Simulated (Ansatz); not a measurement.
Consider the formal loss of a carbene: `[CH3][SnH]([CH3])[Cl]` → `[CH3][SnH2][Cl]` + `[CH2]` (triplet).

Isolated molecules relaxed with PBE0-D4/def2-TZVP in Ansatz; ΔE leaves out vibrations. CCSD(T)/CBS is the MP2 limit (def2-TZVPP, def2-QZVPP) plus CCSD(T) − MP2 in def2-TZVPP, frozen cores. This one scheme is used for every species. Functionals use def2-TZVPP. Triplets are unrestricted, without spin–orbit coupling. Elements past krypton have def2 core potentials. For Sn outer-core shells are correlated without core-valence functions, which leaves a few kJ/mol of doubt a bond.

(1) Is it downhill or uphill in electronic energy at CCSD(T)/CBS, and by how much? (Estimate.)

(2) What do these levels give: B97M-V, PBE0-D4, ωB97M-V, PBE, revPBE, r2SCANh, CAM-B3LYP, CCSD/def2-SVP, CCSD(T)/def2-SVP, SCS-MP2/def2-TZVPP, SCS-MP2/def2-QZVPP, HF/CBS(def2)? (Estimate.)

Largest T1 diagnostic among the species: 0.011.

Results:

(1) Computed: Uphill: ΔE = +113.4 kcal/mol.

(2) Ansatz gave: B97M-V 110.2, PBE0-D4 110.9, ωB97M-V 112.4, PBE 111.6, revPBE 106.0, r2SCANh 105.6, CAM-B3LYP 109.1, CCSD/def2-SVP 102.9, CCSD(T)/def2-SVP 104.9, SCS-MP2/def2-TZVPP 113.4, SCS-MP2/def2-QZVPP 115.7, HF/CBS(def2) 75.4 kcal/mol.

From BLYP to BHLYP (50 % exact exchange), in def2-TZVPP and without D4, ΔE moves by −2.1 kcal/mol. Leaving LDA and LC-ωPBE aside and taking each functional with its dispersion term where it has one, the values, not all of them listed here, spread over 8.5 kcal/mol, from r2SCAN0-D4 to ωB97X-V. LDA lies +15.7 kcal/mol from PBE without D4.
